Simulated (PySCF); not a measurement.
F5Ta, SMILES [F][Ta]([F])([F])([F])[F] (connectivity only; charge and spin as stated), charge -1, multiplicity 2.

Coordinates come from a PBE0-D3(BJ)/def2-SVPD optimisation. The multiplicity is an assumed one; no other spin state was optimised. The isomer is the one that the SMILES or the coordinates give; other isomers of the formula were not compared. The def2 effective core potentials stand for the cores of Ta; spin–orbit coupling is left out.

Level of theory: PySCF 2.14.0 with PBE0-D3(BJ)/def2-SVPD.

Frequencies are harmonic and unscaled.

A small imaginary wavenumber (i) marks a very flat motion, where grid noise or a shallow saddle decides the sign.

| mode | ν (cm⁻¹) | IR (km/mol) | moving atoms (share of kinetic energy) |
|---|---|---|---|
| 1 | 5i | 2.1 | F 99 % |
| 2 | 142 | 13.7 | F 94 % |
| 3 | 149 | 8.4 | F 75 %, Ta 25 % |
| 4 | 182 | 0.0 | F 100 % |
| 5 | 216 | 29.9 | F 84 %, Ta 16 % |
| 6 | 247 | 15.1 | F 90 %, Ta 10 % |
| 7 | 290 | 1.8 | F 99 % |
| 8 | 529 | 1.8 | F 100 % |
| 9 | 539 | 102.8 | F 91 %, Ta 9 % |
| 10 | 575 | 280.1 | F 82 %, Ta 18 % |
| 11 | 587 | 256.0 | F 82 %, Ta 18 % |
| 12 | 623 | 7.4 | F 100 % |
